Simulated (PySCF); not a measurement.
C3H4BrCl, SMILES C/C(=C\Br)Cl.

Geometry: r2SCAN-D4/def2-SVP.

Two levels are set side by side: PBE/def2-TZVP (PySCF) and PBE0/def2-TZVP (PySCF). Same geometry, gas phase. Differences are taken from unrounded values.

```csv
quantity,PBE
orbital gap (eV),4.49
highest occupied level (eV),-5.93
lowest empty level (eV),-1.44
dipole moment (D),0.78
mean polarisability (bohr³),72.0
```

**Question.** These are the PBE values. What does PBE0 give? (An estimate is asked for; the answer gives what the named calculation found.)

**Answer.** 
```csv
quantity,PBE0,PBE minus PBE0
orbital gap (eV),6.58,-2.08
highest occupied level (eV),-7.07,1.14
lowest empty level (eV),-0.50,-0.94
dipole moment (D),0.80,-0.02
mean polarisability (bohr³),70.0,2.0
```

PBE's occupied levels lie high since its potential decays too fast outside the molecule; exact exchange lowers them and widens the gap. Differences between two approximate levels are no errors against the true value.

Rough cost on one machine, each run with all the roots and properties that it gave: PBE0 against PBE within a factor of 2.
